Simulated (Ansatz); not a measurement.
Input file for Ansatz (a first-principles code): R-PBE/def2-TZVPP on H2INTe (SMILES N[Te]I), a point of a torsion scan. Elements past Kr take the def2 small-core potentials; no spin–orbit coupling.

Ansatz 0.2 input:
```yaml
crystal:
  periodic: [false, false, false]
  atoms:
    - {symbol: N, position_ang: [-0.88861307, 0.01884116, 0.17486032]}
    - {symbol: Te, position_ang: [0.50820997, 1.37261436, -0.42231506]}
    - {symbol: I, position_ang: [1.56285365, 0.09777681, -2.54642007]}
    - {symbol: H, position_ang: [-0.62036720, -0.93368625, -0.03073820]}
    - {symbol: H, position_ang: [-1.77749627, 0.16476705, -0.28941903]}
basis:
  gaussian:
    orbitals: def2-TZVPP
hamiltonian:
  xc: {name: PBE}
scf: {lower_state_search: off}
```

The head of its log:

```
WARN ansatz: RAYON_NUM_THREADS=1 ignored (pool sized by the plan → 1); use --threads N
Functional definition: PBE
these checks for a lower state are left out or cut short: stability, starts, cluster_reference, orbital_swaps, neighbouring_geometries, increment
integrals: 0.07 GiB planned
1026 factors; their error is unknown
mean field: 0.51 GiB planned
mean field evaluation 1: about -16906.1580 eV, gradient 7.1e1 eV
mean field evaluation 2: about -16821.2120 eV, gradient 1.5e2 eV
```

### Question
Give the final energy of this run.

### Answer
-621.6557 hartree.
